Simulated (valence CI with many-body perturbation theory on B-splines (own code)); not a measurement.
**E1 line list for Kr XXX**

Calculated by relativistic CI+MBPT: five valence electrons over a frozen Dirac-Fock core [He], radial functions for each j: 11 s, 11 p, 10 d, 8 f, 5 g, 2 h, with the one-electron correlation potential Σ1, the two-electron term Σ2, the three-electron term Σ3, Breit, model QED; selected CI, second order for the rest, scaled by the run's own slope (own B-spline code, finite nucleus).

The last digits are not significant, and no measured levels were compared; by estimate large intervals hold to a few tenths of a per cent, small ones and those within an open d or f shell to about a per cent. Among the levels kept, up to 5300 cm⁻¹ of a level comes from second order outside the variational space, and about a tenth of that is noise between levels of different J, which matters for small intervals.

Lines 201 to 250 of 599 in falling wavelength, among levels below 168.65 Ry, chosen from the strongest by gf and those to the six lowest levels. Wavelengths and rates use the calculated energies. Electric multipoles are in the length gauge with retardation, E1 and E2 with the static RPA response of the core. Weak lines are less certain than strong ones. Lines between different terms over intervals too small for the method are left out, as are lines whose strength nearly cancels. Where a level lies close to another of its J and parity, the split of strength between their lines is uncertain. The highest levels of a list are the least certain.

Levels are named by their leading jj configuration (3d3/2^4 stands for four electrons in 3d with j = 3/2), which in mixed levels can hold well under half, so a name can repeat and another be missing. Letters in brackets count levels of one name in rising energy.

```
λ vac (nm)                               Upper                               Lower   A (s⁻¹)  S (a.u.)
     6.632            (2s 2p3/2^3 3d3/2) J=7/2          (2s^2 2p3/2^2 3d3/2) J=7/2  6.01e+10  6.92e-02
     6.598  (2s 2p1/2^2 2p3/2 3p3/2) J=5/2 [b]          (2s^2 2p1/2^2 3p3/2) J=3/2  3.18e+10  2.70e-02
     6.595  (2s 2p1/2^2 2p3/2 3d5/2) J=7/2 [b]          (2s^2 2p1/2^2 3d5/2) J=5/2  3.84e+10  4.35e-02
     6.585            (2s 2p3/2^3 3p1/2) J=5/2          (2s^2 2p3/2^2 3p1/2) J=5/2  6.44e+10  5.44e-02
     6.585          (2p1/2^2 2p3/2^2 3s) J=5/2     (2s 2p1/2^2 2p3/2 3s) J=3/2 [b]  2.53e+10  2.14e-02
     6.579            (2s 2p3/2^3 3d3/2) J=3/2          (2s^2 2p3/2^2 3d3/2) J=5/2  5.44e+10  3.06e-02
     6.577            (2s 2p3/2^3 3p3/2) J=7/2          (2s^2 2p3/2^2 3p3/2) J=7/2  7.98e+10  8.96e-02
     6.556               (2s 2p3/2^3 3s) J=5/2             (2s^2 2p3/2^2 3s) J=5/2  9.61e+10  8.02e-02
     6.486  (2s 2p1/2^2 2p3/2 3d5/2) J=5/2 [b]          (2s^2 2p1/2^2 3d5/2) J=5/2  4.81e+10  3.88e-02
     6.483            (2s 2p3/2^3 3d5/2) J=7/2          (2s^2 2p3/2^2 3d5/2) J=9/2  1.79e+10  1.92e-02
     6.481  (2s 2p1/2^2 2p3/2 3d3/2) J=3/2 [b]          (2s^2 2p1/2^2 3d3/2) J=3/2  5.34e+10  2.87e-02
     6.460            (2s 2p3/2^3 3d3/2) J=5/2          (2s^2 2p3/2^2 3d3/2) J=5/2  2.39e+10  1.91e-02
     6.458  (2s 2p1/2^2 2p3/2 3d3/2) J=5/2 [b]          (2s^2 2p1/2^2 3d3/2) J=3/2  4.19e+10  3.34e-02
     6.451  (2s 2p1/2 2p3/2^2 3d5/2) J=7/2 [d]  (2s^2 2p1/2 2p3/2 3d5/2) J=7/2 [b]  4.02e+10  4.26e-02
     6.450           (2s 2p3/2^3 3s) J=3/2 [a]             (2s^2 2p3/2^2 3s) J=3/2  4.52e+10  2.40e-02
     6.434        (2s 2p3/2^3 3p1/2) J=3/2 [a]          (2s^2 2p3/2^2 3p1/2) J=3/2  5.62e+10  2.96e-02
     6.417        (2s 2p3/2^3 3p3/2) J=3/2 [a]          (2s^2 2p3/2^2 3p3/2) J=5/2  4.88e+10  2.55e-02
     6.415            (2s 2p3/2^3 3d5/2) J=5/2          (2s^2 2p3/2^2 3d5/2) J=7/2  5.28e+10  4.13e-02
     6.408        (2s 2p3/2^3 3p3/2) J=5/2 [b]      (2s^2 2p3/2^2 3p3/2) J=3/2 [b]  3.63e+10  2.83e-02
     6.407            (2s 2p3/2^3 3d5/2) J=7/2          (2s^2 2p3/2^2 3d5/2) J=7/2  3.62e+10  3.76e-02
     6.399  (2s 2p1/2^2 2p3/2 3p1/2) J=3/2 [b]          (2s^2 2p1/2^2 3p1/2) J=1/2  4.41e+10  2.28e-02
     6.379        (2s 2p3/2^3 3p3/2) J=5/2 [a]          (2s^2 2p3/2^2 3p3/2) J=5/2  3.88e+10  2.98e-02
     6.367  (2s 2p1/2^2 2p3/2 3p3/2) J=3/2 [b]          (2s^2 2p1/2^2 3p3/2) J=3/2  5.83e+10  2.97e-02
     6.362        (2s 2p1/2 2p3/2^3) J=3/2 [a]          (2s^2 2p1/2 2p3/2^2) J=3/2  9.39e+10  4.78e-02
     6.338  (2s 2p1/2^2 2p3/2 3d5/2) J=3/2 [b]          (2s^2 2p1/2^2 3d5/2) J=5/2  4.96e+10  2.49e-02
     6.325  (2s 2p1/2 2p3/2^2 3p3/2) J=5/2 [d]  (2s^2 2p1/2 2p3/2 3p3/2) J=5/2 [b]  5.14e+10  3.85e-02
     6.303               (2p1/2 2p3/2^4) J=1/2        (2s 2p1/2 2p3/2^3) J=3/2 [b]  1.60e+11  3.95e-02
     6.303            (2s 2p1/2 2p3/2^3) J=5/2          (2s^2 2p1/2 2p3/2^2) J=5/2  7.62e+10  5.65e-02
     6.299  (2s 2p1/2^2 2p3/2 3d3/2) J=1/2 [b]          (2s^2 2p1/2^2 3d3/2) J=3/2  7.32e+10  1.81e-02
     6.299     (2s 2p1/2^2 2p3/2 3s) J=3/2 [b]             (2s^2 2p1/2^2 3s) J=1/2  4.75e+10  2.34e-02
     6.287        (2s 2p3/2^3 3p1/2) J=3/2 [b]          (2s^2 2p3/2^2 3p1/2) J=1/2  3.76e+10  1.84e-02
     6.269     (2s 2p1/2 2p3/2^2 3s) J=1/2 [a]     (2s^2 2p1/2 2p3/2 3s) J=3/2 [a]  7.70e+10  1.87e-02
     6.260           (2s 2p3/2^3 3s) J=3/2 [b]             (2s^2 2p3/2^2 3s) J=1/2  4.33e+10  2.09e-02
     6.240  (2s 2p1/2 2p3/2^2 3d5/2) J=7/2 [e]  (2s^2 2p1/2 2p3/2 3d5/2) J=7/2 [b]  2.85e+10  2.74e-02
     6.227  (2s 2p1/2 2p3/2^2 3d5/2) J=9/2 [c]      (2s^2 2p1/2 2p3/2 3d5/2) J=9/2  6.53e+10  7.78e-02
     6.216  (2s 2p1/2 2p3/2^2 3d5/2) J=5/2 [f]  (2s^2 2p1/2 2p3/2 3d5/2) J=5/2 [b]  4.85e+10  3.45e-02
     6.212            (2s 2p1/2 2p3/2^3) J=1/2          (2s^2 2p1/2 2p3/2^2) J=1/2  7.46e+10  1.77e-02
     6.206  (2s 2p1/2 2p3/2^2 3p3/2) J=7/2 [c]      (2s^2 2p1/2 2p3/2 3p3/2) J=7/2  8.30e+10  7.83e-02
     6.203  (2s 2p1/2 2p3/2^2 3d5/2) J=3/2 [c]  (2s^2 2p1/2 2p3/2 3d5/2) J=5/2 [a]  6.02e+10  2.84e-02
     6.188        (2s 2p3/2^3 3p3/2) J=1/2 [a]          (2s^2 2p3/2^2 3p3/2) J=1/2  9.13e+10  2.13e-02
     6.181  (2s 2p1/2 2p3/2^2 3d3/2) J=3/2 [e]  (2s^2 2p1/2 2p3/2 3d3/2) J=5/2 [b]  4.96e+10  2.31e-02
     6.169  (2s 2p1/2 2p3/2^2 3p3/2) J=3/2 [d]  (2s^2 2p1/2 2p3/2 3p3/2) J=5/2 [a]  4.66e+10  2.16e-02
     6.165     (2s 2p1/2 2p3/2^2 3s) J=3/2 [c]     (2s^2 2p1/2 2p3/2 3s) J=3/2 [b]  9.73e+10  4.50e-02
     6.159  (2s 2p1/2 2p3/2^2 3d5/2) J=7/2 [c]  (2s^2 2p1/2 2p3/2 3d5/2) J=7/2 [a]  4.60e+10  4.25e-02
     6.159  (2s 2p1/2 2p3/2^2 3p3/2) J=5/2 [e]  (2s^2 2p1/2 2p3/2 3p3/2) J=5/2 [b]  2.69e+10  1.86e-02
     6.156  (2s 2p1/2 2p3/2^2 3p1/2) J=5/2 [c]      (2s^2 2p1/2 2p3/2 3p1/2) J=5/2  9.14e+10  6.31e-02
     6.147  (2s 2p1/2 2p3/2^2 3d5/2) J=5/2 [e]      (2s^2 2p1/2 2p3/2 3d3/2) J=7/2  2.57e+10  1.77e-02
     6.137  (2s 2p1/2 2p3/2^2 3p3/2) J=1/2 [d]  (2s^2 2p1/2 2p3/2 3p3/2) J=1/2 [b]  8.83e+10  2.02e-02
     6.134  (2s 2p1/2 2p3/2^2 3p1/2) J=3/2 [b]  (2s^2 2p1/2 2p3/2 3p1/2) J=3/2 [a]  6.97e+10  3.18e-02
     6.132  (2s 2p1/2 2p3/2^2 3d3/2) J=7/2 [c]      (2s^2 2p1/2 2p3/2 3d3/2) J=7/2  7.41e+10  6.74e-02
```
